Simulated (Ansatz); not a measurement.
`O[SiH2][SiH2]Br` + `OC1=CN1` → `Br[SiH2]C1=CN1` + `O[SiH2]O`  (formal exchange of groups at the Si–Si bond)

Gas-phase electronic energies from Ansatz, PBE0-D4/def2-TZVP geometries. CBS: MP2 limit from def2 TZ/QZ plus the TZ coupled-cluster correction, frozen cores. DFT in def2-TZVPP. B3LYP here is the variant with VWN-RPA as its local correlation; programs differ in this. For Br outer-core shells are correlated without core-valence functions, which leaves a few kJ/mol of doubt a bond. Scalar relativity is left out up to krypton. Each species was taken in one conformer, which may not be the lowest.

`O[SiH2][SiH2]Br`:

Z-matrix (Å, degrees):
```
Si
Si 1 2.348
O 1 1.648 2 108.4
H 1 1.483 2 112.3 3 -117.9
H 1 1.490 2 107.8 3 121.9
Br 2 2.247 1 103.2 3 -40.9
H 2 1.485 1 114.8 3 74.8
H 2 1.485 1 114.8 3 -157.5
H 3 0.961 1 116.1 2 41.9
```

`OC1=CN1`:

```xyz
7

O     0.683    0.384    1.458
C     0.035    0.193    0.332
C    -0.951    0.390   -0.451
N     0.326   -0.426   -0.920
H     1.531   -0.073    1.401
H    -1.712    0.952   -0.951
H     0.087   -1.420   -0.869
```

`Br[SiH2]C1=CN1`:

Z-matrix (Å, degrees):
```
Si
C 1 1.816
Br 1 2.223 2 108.4
H 1 1.479 2 109.6 3 118.5
H 1 1.478 2 110.6 3 -117.4
N 2 1.555 1 138.6 3 70.8
C 2 1.281 1 160.5 3 -119.8
H 6 1.024 2 107.6 1 -84.7
H 7 1.077 2 152.8 1 2.2
```

`O[SiH2]O`:

Z-matrix (Å, degrees):
```
Si
O 1 1.642
O 1 1.642 2 113.5
H 1 1.481 2 111.5 3 116.9
H 1 1.481 2 103.8 3 -121.2
H 2 0.958 1 117.7 3 -66.0
H 3 0.958 1 117.7 2 -66.0
```

```
  level  ΔE (eV)
  B3LYP    -2.04
LC-ωPBE    -1.95
```

Task: What does CCSD(T)/CBS give? (An estimate is asked.)

Result: Computed: -2.20 eV. The listed levels differ from it by 0.16, 0.25 eV.

Task: What do rigid-rotor, harmonic-oscillator terms from PBE0-D4/def2-TZVP frequencies (298.15 K, 1 bar) make of the CCSD(T)/CBS value? (Estimate.)

Result: Ansatz gave: ΔZPE = +0.01 eV, ΔH = -2.19 eV, ΔS = -9 J/(mol·K), ΔG = -2.16 eV. Modes under 50 cm⁻¹ make the entropy rough.

Largest T1 diagnostic among the species: 0.014.

From BLYP to BHLYP (50 % exact exchange), in def2-TZVPP and without D4, ΔE moves by −0.19 eV. Leaving LDA and LC-ωPBE aside and taking each functional with its dispersion term where it has one, the values, not all of them listed here, spread over 0.41 eV, from B2PLYP to PBE-D4. LDA lies +0.07 eV from PBE without D4.
